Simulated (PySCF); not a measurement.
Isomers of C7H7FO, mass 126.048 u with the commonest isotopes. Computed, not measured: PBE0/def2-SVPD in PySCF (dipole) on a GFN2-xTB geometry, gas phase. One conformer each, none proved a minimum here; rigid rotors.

Question: Order these by rotational constant A, largest first.
A. `[OH:1][c:2]1[cH:3][cH:4][c:5]([CH2:6][F:7])[cH:8][cH:9]1` with H–O1–C2–C3 0°, C4–C5–C6–F7 180°
B. `[OH:1][CH2:2][c:3]1[cH:4][cH:5][cH:6][cH:7][c:8]1[F:9]` with H–O1–C2–C3 61°, O1–C2–C3–C4 21° (2-fluorobenzyl alcohol)
C. `C[C@@]12C=C[C@@H](O1)C(F)=C2`

Answer: A (4821 MHz), C (3090 MHz), B (2473 MHz).

Question: Order these by rotational constant C, smallest first.
A. `[OH:1][CH2:2][c:3]1[cH:4][cH:5][cH:6][cH:7][c:8]1[F:9]` with H–O1–C2–C3 61°, O1–C2–C3–C4 21°
B. `C[C@@]12C=C[C@@H](O1)C(F)=C2`
C. `[OH:1][c:2]1[cH:3][cH:4][c:5]([CH2:6][F:7])[cH:8][cH:9]1` with H–O1–C2–C3 0°, C4–C5–C6–F7 180°

Answer: C (790.4 MHz), A (944.4 MHz), B (1340 MHz).

Question: Order these by radius of gyration √(Σ m r²/M), smallest first.
A. `[OH:1][c:2]1[cH:3][cH:4][c:5]([CH2:6][F:7])[cH:8][cH:9]1` with H–O1–C2–C3 0°, C4–C5–C6–F7 180°
B. `[OH:1][CH2:2][c:3]1[cH:4][cH:5][cH:6][cH:7][c:8]1[F:9]` with H–O1–C2–C3 61°, O1–C2–C3–C4 21° (2-fluorobenzyl alcohol)
C. `C[C@@]12C=C[C@@H](O1)C(F)=C2`

Answer: C (1.846 Å), B (2.069 Å), A (2.255 Å).

```tsv
SMILES	point group	Ia (u·Å²)	Ib (u·Å²)	Ic (u·Å²)	κ	μa (D)	μb (D)	μc (D)
C[C@@]12C=C[C@@H](O1)C(F)=C2	C1	163.57	318.62	377.11	-0.72	1.05	0.34	1.44
Oc1ccc(CF)cc1	Cs	104.83	537.83	639.43	-0.93	1.18	2.61	0.01
OCc1ccccc1F	C1	204.33	339.55	535.12	-0.29	1.29	0.84	0.87
```
